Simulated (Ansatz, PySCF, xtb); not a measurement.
Breaking the Al1–H2 bond in AlH5Si (SMILES [AlH2][SiH3]) (multiplicity 1 held, fragments rigid). Energies count from the point at 1.583 Å.
Geometry at that point (charge 0, multiplicity 1):
| atom | x (Å) | y (Å) | z (Å) |
|---|---|---|---|
| Al | 0.0339 | -0.6045 | -1.1593 |
| H | -1.2881 | -0.7373 | -2.0206 |
| H | 1.3858 | -1.1878 | -1.7414 |
| Si | -0.0279 | 0.5276 | 1.0239 |
| H | -0.0393 | 2.0039 | 0.8270 |
| H | 1.1451 | 0.2081 | 1.8784 |
| H | -1.2539 | 0.1849 | 1.7925 |

Restricted levels (R-, RO-) in cc, def2 and unpolarised 6-31G sets keep to the state of the molecule at rest. Active spaces are followed from a long bond inwards. Curves can end on different states.

Frozen-core correlation. Rows in 3-21G, 6-31G* carry no dispersion term and start afresh at each structure (6-31G* with six Cartesian d functions).

Codes used: Ansatz (a program for electronic structure) with Gaussian orbitals; PySCF for 3-21G rows, 6-31G* rows; xtb for the GFN methods.  The GFN methods have no spin term and hold the electronic entropy of 300 K.

Energies in kcal/mol.

| R (Å) | GFN2-xTB | R-HF/3-21G | R-B3LYP/6-31G* | R-wB97X-V/cc-pV(T+d)Z | R-CCSD(T)/cc-pV(T+d)Z | FIC-MRCISD+Q on CASSCF(2,2)/cc-pV(T+d)Z |
|---|---|---|---|---|---|---|
| 1.267 | 21.2 | 28.1 | 25.9 | 24.6 | 24.7 | 24.6 |
| 1.425 | 3.3 | 6.2 | 5.4 | 4.9 | 4.9 | 4.9 |
| 1.583 | 0.0 | 0.0 | 0.0 | 0.0 | 0.0 | 0.0 |
| 1.742 | 2.5 | 2.6 | 2.8 | 3.1 | 3.1 | 3.1 |
| 1.900 | 7.3 | 9.9 | 9.8 | 10.5 | 10.3 | 10.3 |
| 2.138 | 16.5 | 24.9 | 23.5 | 25.1 | 24.1 | 24.1 |
| 2.375 | 27.4 | 41.3 | 38.0 | 40.7 | 38.4 | 38.3 |
| 2.771 | 46.8 | 67.8 | 60.0 | 65.1 | 58.6 | 58.4 |
| 3.167 | 65.4 | 91.3 | 77.7 | 85.7 | 72.1 | 71.9 |
| 3.642 | 83.4 | 114.7 | 93.5 | 105.4 | 79.2 | 80.4 |
| 4.275 | 97.7 | 138.7 | 107.4 | 124.7 | 78.3 | 84.2 |
| 5.067 | 104.2 | 158.5 | 117.1 | 140.9 | 72.9 | 85.2 |

Doubts at one or more of the structures used: a restricted determinant that unrestricted orbitals would lower (R-HF/3-21G, R-B3LYP/6-31G*, R-wB97X-V/cc-pV(T+d)Z, R-CCSD(T)/cc-pV(T+d)Z); other coupled-cluster roots lie near (R-CCSD(T)/cc-pV(T+d)Z); T1 above 0.05 (R-CCSD(T)/cc-pV(T+d)Z).
